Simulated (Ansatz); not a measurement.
One change: `[F][SnH]([F])[O][SiH3]` becomes `[F][Sn]([F])([F])[O][SiH3]`.

Ansatz, PBE0-D4/def2-TZVP geometries, multiplicity 1. Each molecule was computed in one conformer, which needn't be the lowest.

Elements past krypton have def2 core potentials.

| property | `[F][SnH]([F])[O][SiH3]` |
| --- | --- |
| HOMO energy (ωB97M-V/def2-TZVPP) / eV | -11.33 |
| HOMO energy (PBE0/def2-TZVPP) / eV | -9.03 |
| HOMO energy (B3LYP/def2-TZVPP) / eV | -8.82 |
| size of the dipole moment (B3LYP/def2-TZVPP) / D | 2.60 |
| HOMO energy (PBE/def2-TZVPP) / eV | -7.57 |
| size of the dipole moment (ωB97M-V/def2-TZVPP) / D | 2.63 |

(1) Give the same properties after the change, and the shifts. (Best estimate.)

Results:

(1) The calculation gave: 
```csv
property,`[F][Sn]([F])([F])[O][SiH3]`,shift
HOMO energy (ωB97M-V/def2-TZVPP) / eV,-11.84,-0.51
HOMO energy (PBE0/def2-TZVPP) / eV,-9.54,-0.51
HOMO energy (B3LYP/def2-TZVPP) / eV,-9.33,-0.51
size of the dipole moment (B3LYP/def2-TZVPP) / D,2.07,-0.53
HOMO energy (PBE/def2-TZVPP) / eV,-8.05,-0.48
size of the dipole moment (ωB97M-V/def2-TZVPP) / D,2.00,-0.63
```

With PBE0 the HOMO falls by 0.51 eV and the LUMO falls by 1.28 eV, so the gap narrows by about 0.77 eV. PBE moves the HOMO by -0.48 eV and ωB97M-V by -0.51 eV. Dipoles are sizes alone; their direction can turn.

B3LYP here is the variant with VWN-RPA as its local correlation; programs differ in this.
